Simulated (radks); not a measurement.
Ni IV, 25 electrons, occupied as [Ar] 3d7 (the NIST ground configuration). All-electron calculation, Dirac Kohn-Sham, PBE, spin-unpolarised, spherical densities, point nucleus; open shells fill j = l - 1/2 first. Program: a radial shooting solver on a logarithmic mesh with Libxc functionals.

Normalised radial functions P(r) = r R(r) (large component), r in bohr:

r,3s1/2,3p3/2,3d3/2
0.005179,0.1616,0.0063,0.0000
0.006798,0.2010,0.0106,0.0001
0.008852,0.2446,0.0174,0.0002
0.01153,0.2917,0.0283,0.0004
0.01501,0.3384,0.0456,0.0007
0.0197,0.3783,0.0734,0.0016
0.02565,0.3976,0.1143,0.0033
0.0334,0.3818,0.1735,0.0067
0.04384,0.3088,0.2579,0.0138
0.05709,0.1660,0.3625,0.0270
0.07434,-0.0516,0.4811,0.0513
0.09758,-0.3278,0.5930,0.0960
0.1271,-0.5771,0.6470,0.1684
0.1654,-0.6965,0.5866,0.2796
0.2154,-0.5691,0.3568,0.4347
0.2828,-0.1299,-0.0663,0.6314
0.3682,0.4923,-0.5775,0.8280
0.4794,1.0575,-1.0226,0.9817
0.6293,1.3037,-1.2267,1.0382
0.8195,1.1368,-1.1111,0.9680
1.067,0.7369,-0.7864,0.7960
1.401,0.3409,-0.4203,0.5645
1.824,0.1121,-0.1689,0.3432
2.375,0.0237,-0.0469,0.1691
3.092,0.0028,-0.0081,0.0623
4.059,0.0001,-0.0007,0.0147
5.285,0.0000,0.0000,0.0021
6.882,0.0000,0.0000,0.0002

3s1/2: eigenvalue -150.51 eV, 2 radial nodes at r = 0.0703, 0.300 bohr, <r> = 0.735 bohr, 90 % of the charge inside 1.10 bohr. 3p3/2: eigenvalue -109.91 eV, 1 radial node at r = 0.273 bohr, <r> = 0.772 bohr, 90 % of the charge inside 1.19 bohr. 3d3/2: eigenvalue -47.190 eV, 0 radial nodes, <r> = 0.894 bohr, 90 % of the charge inside 1.51 bohr.
